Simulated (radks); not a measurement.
Results of a calculation; reference values are marked as such.
Orbital eigenvalues (eV) of the silicon ion Si+, [Ne] 3s2 3p1, at several levels of relativity; Dirac values are averaged over j with weights 2j + 1. Spin-unpolarised spherical Kohn-Sham, PBE, point nucleus unless stated (finite: rms radius 3.1224 fm), a radial shooting solver on a logarithmic mesh with Libxc functionals. A level marked "c x" has the speed of light scaled by that factor and shares open shells by 2j + 1; other Dirac levels either fill j = l - 1/2 first or share by 2j + 1.

shell  non-rel.  scalar-rel.  scalar-rel., finite nucleus  Dirac, low j first  change of magnitude, last against first (%)
1s      -1790.9      -1795.6                      -1795.6             -1795.5                                        +0.26
2s      -148.35      -149.00                      -149.00             -148.97                                        +0.42
2p      -105.11      -105.08                      -105.08             -105.05                                        -0.06
3s      -18.985      -19.034                      -19.034             -19.026                                        +0.21
3p      -11.667      -11.656                      -11.656             -11.649                                        -0.16
